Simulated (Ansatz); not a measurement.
Geometry optimisation, Ansatz, RKS CAM-B3LYP-D4/STO-3G.

Input file:

```yaml
crystal:
  periodic: [false, false, false]
  atoms:
    - { symbol: Si, position_ang: [0.0, 0.0, 0.0] }
    - { symbol: "N", position_ang: [0.0, 0.0, 1.82] }
    - { symbol: C, position_ang: [-1.2162, -0.3762, 2.555] }
    - { symbol: H, position_ang: [-1.8642, -0.9999, 1.9045] }
    - { symbol: H, position_ang: [-0.9378, -0.9533, 3.4614] }
    - { symbol: H, position_ang: [-1.7663, 0.5401, 2.8549] }
    - { symbol: C, position_ang: [1.2162, 0.3762, 2.555] }
    - { symbol: H, position_ang: [1.4641, -0.4163, 3.2916] }
    - { symbol: H, position_ang: [2.0585, 0.4943, 1.8418] }
    - { symbol: H, position_ang: [1.0457, 1.3351, 3.0874] }
    - { symbol: H, position_ang: [1.3768, 0.0, -0.4862] }
    - { symbol: O, position_ang: [-0.7913, 1.3709, -0.5594] }
    - { symbol: C, position_ang: [-2.1512, 1.4177, -0.9653] }
    - { symbol: H, position_ang: [-2.7687, 0.8215, -0.2614] }
    - { symbol: H, position_ang: [-2.5023, 2.4707, -0.9639] }
    - { symbol: H, position_ang: [-2.2473, 0.9975, -1.9882] }
    - { symbol: O, position_ang: [-0.7913, -1.3709, -0.5594] }
    - { symbol: C, position_ang: [-1.5365, -2.2685, 0.2501] }
    - { symbol: H, position_ang: [-1.2251, -2.1576, 1.3097] }
    - { symbol: H, position_ang: [-2.6187, -2.04, 0.1571] }
    - { symbol: H, position_ang: [-1.349, -3.3106, -0.083] }
basis:
  gaussian: { orbitals: STO-3G }
hamiltonian:
  xc: cam_b3lyp
  dispersion: d4
relax:
  f_tol: 0.02
  max_steps: 40
output:
  orbitals: {}
```

Command:

```bash
$ ansatz run input.yaml --threads 1 --pin off --max-ram 2048MiB --backend cpu --events-out ev --progress --plain --runs-dir out
```

Question: Where does it end, and by what steps?

Answer: The forces met the threshold. The force dipped under the threshold on the way, but the program's further checks kept it going. Limits of this set-up: minimal basis. After 17 steps the energy has fallen by 1.144 eV; H16 moved furthest, 0.99 Å.

```tsv
step	energy less start (eV)	largest force component (eV/Å)	accepted
0	0.0000	3.746	yes
1	-0.7450	1.400	yes
2	-0.9389	0.684	yes
3	-1.0241	0.385	yes
4	-1.0904	0.198	yes
5	-1.1067	0.148	yes
6	-1.1145	0.261	yes
7	-1.1287	0.174	yes
8	-1.1202	0.339	no
9	-1.1364	0.038	yes
10	-1.1411	0.073	yes
11	-1.1261	0.362	no
12	-1.1428	0.021	yes
13	-1.1433	0.018	yes
14	-1.1435	0.011	yes
15	-1.1437	0.010	yes
16	-1.1436	0.090	no
17	-1.1440	0.009	yes
```

```xyz
21
Properties=species:S:1:pos:R:3
Si 0.018 0.079 0.053
N -0.019 -0.218 1.771
C -1.263 0.025 2.543
H -2.139 -0.321 1.973
H -1.234 -0.538 3.491
H -1.420 1.092 2.795
C 1.186 0.094 2.578
H 1.199 -0.524 3.492
H 2.094 -0.132 2.000
H 1.236 1.155 2.895
H 1.379 0.360 -0.319
O -0.889 1.432 -0.434
C -2.278 1.132 -0.728
H -2.892 0.974 0.183
H -2.703 2.000 -1.264
H -2.402 0.240 -1.375
O -0.517 -1.279 -0.819
C -1.323 -2.207 -0.049
H -0.923 -2.391 0.967
H -2.375 -1.872 0.062
H -1.340 -3.169 -0.594
```

Time of the run: 110 s on 1 thread of Intel(R) Xeon(R) Platinum 8488C (Sapphire Rapids), with other jobs on the host, peak memory 0.22 GiB.
